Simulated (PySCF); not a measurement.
## Sm (samarium, neutral) across methods

[Xe] 4f6 6s2, high-spin 7F determinant. Calculation: PySCF 2.14, in x2c-TZVPPall (11s7p7d4f2g, 113 functions); the spin-free X2C one-electron Hamiltonian (Gaussian nucleus).

```
method   E (hartree)  mean ε 4f α (eV)  mean ε 6s α (eV)  mean ε 6s β (eV)  Σ⟨r²⟩ (bohr²)    ⟨S²⟩
   UHF  -10422.72800           -13.509            -4.943            -4.759          90.50  12.010
   PBE     -10426.33            -3.379            -3.625            -3.403          84.68  12.006
  PBE0     -10426.28            -5.985            -4.120            -3.916          85.46  12.006
   LDA     -10418.62            -3.511            -3.767            -3.544          83.41  12.005
r2SCAN     -10426.64            -3.773            -3.738            -3.427          86.43  12.015
```

Spin-orbit coupling, absent here, splits the open shell strongly.
